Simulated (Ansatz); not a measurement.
# Calibrating B3LYP-D4/def2-TZVPP on molecular compounds of K

The vertical ionisation energy (cation less neutral) in eV of 6 molecular compounds of K: x at B3LYP-D4/def2-TZVPP, y at CCSD(T)/def2-TZVPP. Shapes, held fixed at every level: PBE0-D4/def2-TZVP. Programs: Ansatz 0.2.0.

```
              molecule  x (eV)  y (eV)
CH3K (SMILES [CH3][K])    5.89    5.60
KNH2 (SMILES [NH2][K])    5.99    5.74
CH3KS (SMILES C[S][K])    6.45       ?
  KSH (SMILES [SH][K])    7.09    6.85
  KBr (SMILES [K][Br])    8.36    8.11
    KF (SMILES [F][K])    9.79    9.41
```

Problem. Fit y = c + s·x to the known rows and predict y for CH3KS.

Solution. 
1. Means of the 5 rows: x = 7.4240, y = 7.142.
2. Σ(Δx)² = 10.995, Σ(Δx·Δy) = 10.746, so the slope is 10.746/10.995 = 0.97735.
3. Intercept: 7.142 − (0.97735) × 7.4240 = -0.114. The largest residual of the fit is 0.053.
4. CH3KS: -0.114 + 0.97735 × 6.45 = 6.19 eV.

CCSD(T)/def2-TZVPP gives 6.27 eV, so the prediction is off by -0.08 eV, more than the largest residual. Uncorrected, B3LYP-D4/def2-TZVPP misses it by +0.18 eV, and the other rows by 0.28 on average. The line overshoots: the miss goes from +0.18 to -0.08. Left out in turn, the other rows are missed by 0.07 eV on average, so much of the error is systematic among these molecules. Cations run unrestricted. Relativity is left out for Br. Outer-core shells of Br, K are correlated, in sets that cover them unevenly.
